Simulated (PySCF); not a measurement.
## Two-component Hartree-Fock for Ba²⁺ (barium, charge +2)

Start: [Xe]. Calculated with PySCF 2.14 in x2c-TZVPPall-2c with one added diffuse shell each of s, p, d type (12s12p10d2f1g, 121 functions): generalised Hartree-Fock with the X2C-1e Hamiltonian and a Gaussian nucleus; spin-orbit coupling (SO) screened by Boettger's factors.

```json
{"spinor shell": "1s1/2", "electrons": "2", "ε, screened SO (eV)": "-37632.2", "weight of nominal j (screened SO)": "1.000", "rms radius, screened SO (bohr)": "0.0292"}
{"spinor shell": "2s1/2", "electrons": "2", "ε, screened SO (eV)": "-6064.3", "weight of nominal j (screened SO)": "1.000", "rms radius, screened SO (bohr)": "0.119"}
{"spinor shell": "2p1/2", "electrons": "2", "ε, screened SO (eV)": "-5700.0", "weight of nominal j (screened SO)": "1.000", "rms radius, screened SO (bohr)": "0.102"}
{"spinor shell": "2p3/2", "electrons": "4", "ε, screened SO (eV)": "-5315.0", "weight of nominal j (screened SO)": "1.000", "rms radius, screened SO (bohr)": "0.108"}
{"spinor shell": "3s1/2", "electrons": "2", "ε, screened SO (eV)": "-1335.0", "weight of nominal j (screened SO)": "1.000", "rms radius, screened SO (bohr)": "0.311"}
{"spinor shell": "3p1/2", "electrons": "2", "ε, screened SO (eV)": "-1180.8", "weight of nominal j (screened SO)": "1.000", "rms radius, screened SO (bohr)": "0.303"}
{"spinor shell": "3p3/2", "electrons": "4", "ε, screened SO (eV)": "-1104.3", "weight of nominal j (screened SO)": "1.000", "rms radius, screened SO (bohr)": "0.315"}
{"spinor shell": "3d3/2", "electrons": "4", "ε, screened SO (eV)": "-836.36", "weight of nominal j (screened SO)": "1.000", "rms radius, screened SO (bohr)": "0.287"}
{"spinor shell": "3d5/2", "electrons": "6", "ε, screened SO (eV)": "-820.28", "weight of nominal j (screened SO)": "1.000", "rms radius, screened SO (bohr)": "0.290"}
{"spinor shell": "4s1/2", "electrons": "2", "ε, screened SO (eV)": "-290.85", "weight of nominal j (screened SO)": "1.000", "rms radius, screened SO (bohr)": "0.715"}
{"spinor shell": "4p1/2", "electrons": "2", "ε, screened SO (eV)": "-232.36", "weight of nominal j (screened SO)": "1.000", "rms radius, screened SO (bohr)": "0.744"}
{"spinor shell": "4p3/2", "electrons": "4", "ε, screened SO (eV)": "-216.28", "weight of nominal j (screened SO)": "1.000", "rms radius, screened SO (bohr)": "0.770"}
{"spinor shell": "4d3/2", "electrons": "4", "ε, screened SO (eV)": "-118.46", "weight of nominal j (screened SO)": "1.000", "rms radius, screened SO (bohr)": "0.856"}
{"spinor shell": "4d5/2", "electrons": "6", "ε, screened SO (eV)": "-115.67", "weight of nominal j (screened SO)": "1.000", "rms radius, screened SO (bohr)": "0.867"}
{"spinor shell": "5s1/2", "electrons": "2", "ε, screened SO (eV)": "-55.325", "weight of nominal j (screened SO)": "1.000", "rms radius, screened SO (bohr)": "1.76"}
{"spinor shell": "5p1/2", "electrons": "2", "ε, screened SO (eV)": "-37.774", "weight of nominal j (screened SO)": "1.000", "rms radius, screened SO (bohr)": "1.97"}
{"spinor shell": "5p3/2", "electrons": "4", "ε, screened SO (eV)": "-35.457", "weight of nominal j (screened SO)": "1.000", "rms radius, screened SO (bohr)": "2.05"}
```

```json
{"quantity": "E (hartree)", "screened SO": "-8132.76253"}
{"quantity": "M_J", "screened SO": "0"}
{"quantity": "⟨J²⟩", "screened SO": "0.000"}
{"quantity": "⟨L²⟩", "screened SO": "0.035"}
{"quantity": "⟨S²⟩", "screened SO": "0.035"}
```

Breit and QED terms are absent; they matter most for the inner s and p1/2 levels.

Densities and radii are taken from the X2C orbitals without a picture-change correction, which distorts them close to the nucleus.
